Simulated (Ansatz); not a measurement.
Computed with Ansatz on PBE0-D4/def2-TZVP structures; ΔE is electronic, products minus reactants. CCSD(T)/CBS adds triple-zeta CCSD(T) − MP2 to the extrapolated MP2 energy (def2 sets, frozen cores). This one scheme is used for every species. No spin–orbit coupling; open shells (•) take unrestricted orbitals. For Br outer-core shells are correlated without core-valence functions, which leaves a few kJ/mol of doubt a bond. Scalar relativity is left out up to krypton. Each species was taken in one conformer, which may not be the lowest.

`S[Si]Br` → `[SH]`• + `[Si]Br`•  (homolysis of the S–Si bond)

```tsv
species	CCSD(T)/CBS(def2) energy (Eh)
`S[Si]Br`	-3260.81547
`[SH]`•	-398.31908
`[Si]Br`•	-2862.35572
```

Question: Work out ΔE.

Answer: ΔE = (-398.31908) + (-2862.35572) − (-3260.81547) = 0.14067 Eh = +88.3 kcal/mol.

Largest T1 diagnostic among the species: 0.014.

The D4 term adds +3.1 kcal/mol with B3LYP and +1.6 kcal/mol with PBE0; it sums over pairs of atoms, weighted by their polarisabilities, and B3LYP, whose exchange is more repulsive, gets the larger term. From BLYP to BHLYP (50 % exact exchange), in def2-TZVPP and without D4, ΔE moves by −2.3 kcal/mol: exact exchange takes away binding that semilocal exchange gives to molecules.

B3LYP here is the variant with VWN-RPA as its local correlation; programs differ in this.
